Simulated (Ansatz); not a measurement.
Ideal-gas functions of AuClH₃N, SMILES `[NH3+][Au-][Cl]` at 298.15 K and 1 bar, from an Ansatz frequency run at PBE0-D4/def2-TZVP.

Molar mass 249.45 g/mol, point group C3v (symmetry number 3), electronic degeneracy 1, moments of inertia 2.715, 249.738, 249.738 u Å². Harmonic wavenumbers (cm⁻¹, unscaled): 132, 132, 377, 452, 689, 689, 1251, 1657, 1657, 3491, 3598, 3598.

Use S(trans) = R[1.5 ln M + 2.5 ln T − 1.1517]; rotational temperatures θ = 24.2544 K / I; S(rot) = R[ln(√π/σ · √(T³/θAθBθC)) + 1.5]; for each mode x = 1.438777 ν̃/T, S = R[x/(eˣ − 1) − ln(1 − e⁻ˣ)] and H = RT x/(eˣ − 1); 1 cm⁻¹ = 0.0119627 kJ/mol; R = 8.31446 J/(mol·K).

Question: By hand: the entropy, in J/(mol·K).

Answer: Translation 177.7. Rotation: θ = 8.9335, 0.0971, 0.0971 K, giving 89.4. Vibration, mode by mode: 12.20, 12.20, 4.40, 3.30, 1.34, 1.34, 0.14, 0.03, 0.03, 0.00, 0.00, 0.00, in all 35.0. Electronic 0.0. Sum 302.1 J/(mol·K).

Question: By hand: H − E and G − E in kJ/mol, counted from the electronic energy.

Answer: Zero-point energy ½ × 17723 × 0.0119627 = 106.0; thermal vibration 5.8; translation, rotation and pV give 4 RT = 9.9. H − E = 121.7 kJ/mol, and G − E = 121.7 − 298.15 × 302.1/1000 = 31.6 kJ/mol.

Vibration gives 12 % of the entropy, 24.4 J/(mol·K) of it from the modes under 150 cm⁻¹: soft modes count most, and the harmonic formula is weakest for them. The sum counts one conformer and one mirror image; others add a mixing term.
